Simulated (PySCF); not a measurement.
**SrCl⁺: from constants to spectrum**

RHF-CCSD(T) constants of SrCl⁺, ¹Σ⁺ (singlet), closed shell (basis Sr def2-SVP with ECP28, Cl def2-SVP; scalar-relativistic core potentials; PySCF 2.14; masses 87.9056 and 34.9689 u):

| Quantity | Value |
| --- | --- |
| ωe | 365.7 cm⁻¹ |
| ωexe | 0.848 cm⁻¹ |
| Be | 0.1054 cm⁻¹ |
| αe | 0.000365 cm⁻¹ |
| D (centrifugal) | 3.5e-08 cm⁻¹ |
| De to Sr⁺ + Cl | 3.77 eV |

Give the band origin of the fundamental and the first lines of its P and R branches.

ν0 = ωe − 2ωexe = 364.0 cm⁻¹, B0 = 0.10522, B1 = 0.10485 cm⁻¹.

```tsv
J″	P(J″) − ν0	R(J″) − ν0
0		0.210
1	-0.210	0.419
2	-0.422	0.627
3	-0.633	0.834
4	-0.846	1.041
5	-1.059	1.247
6	-1.274	1.453
```

Near which J would the R branch turn back, without centrifugal distortion?

At J ≈ (B0 + B1)/(2(B0 − B1)) − 1 ≈ 290.

Correlated steps freeze 5 core orbitals. Correlated levels converge slowly with the basis: in double zeta they bind strong bonds too weakly, by up to about 1 eV, and carry superposition errors of some tenths. For an ion De counts to the pair picked by the measured ionisation energies or electron affinities, which need not be the lowest pair at this level. Where the molecule has an RHF reference, its open-shell atoms are computed with UHF.
